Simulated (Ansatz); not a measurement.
**The atomisation energy (no zero-point term) down a group: C to Sn**

One atom is swapped for its congeners: C2H5Cl (chloroethane) `CCCl`; SiH2(CH3)Cl ((chlorosilyl)methane); GeH2(CH3)Cl; SnH2(CH3)Cl. All are singlets with charge 0.

Shapes, held fixed at every level: PBE0-D4/def2-TZVP. Programs: Ansatz 0.2.0. Values in eV.

**Question.** How should the atomisation energy change along the series?

**Answer.** At CCSD(T)/def2-TZVPP the atomisation energy falls at every step, from 29.34 to 24.63 eV. Every level shows the same order. For atoms past krypton def2 sets carry core potentials with scalar relativity. Relativity is left out for Ge unless named. Correlated rows may include outer-core shells of Ge, Sn, which these sets cover unevenly. Spin-orbit coupling, which grows down the group, is left out (summed over each molecule's free atoms 0.04, 0.06, 0.16, 0.35 eV).

| level | C2H5Cl | SiH2(CH3)Cl | GeH2(CH3)Cl | SnH2(CH3)Cl |
| --- | --- | --- | --- | --- |
| SPW92/def2-TZVPP | 33.98 | 31.06 | 29.68 | 28.18 |
| PBE-D4/def2-TZVPP | 30.51 | 28.00 | 26.51 | 25.10 |
| r2SCAN-D4/def2-TZVPP | 30.07 | 28.05 | 26.54 | 25.08 |
| B3LYP-D4/def2-TZVPP | 29.98 | 27.92 | 26.30 | 24.93 |
| PBE0-D4/def2-TZVPP | 30.17 | 27.89 | 26.37 | 24.94 |
| MP2/def2-TZVPP | 29.62 | 27.50 | 26.11 | 24.51 |
| CCSD(T)/def2-TZVPP | 29.34 | 27.37 | 26.06 | 24.63 |
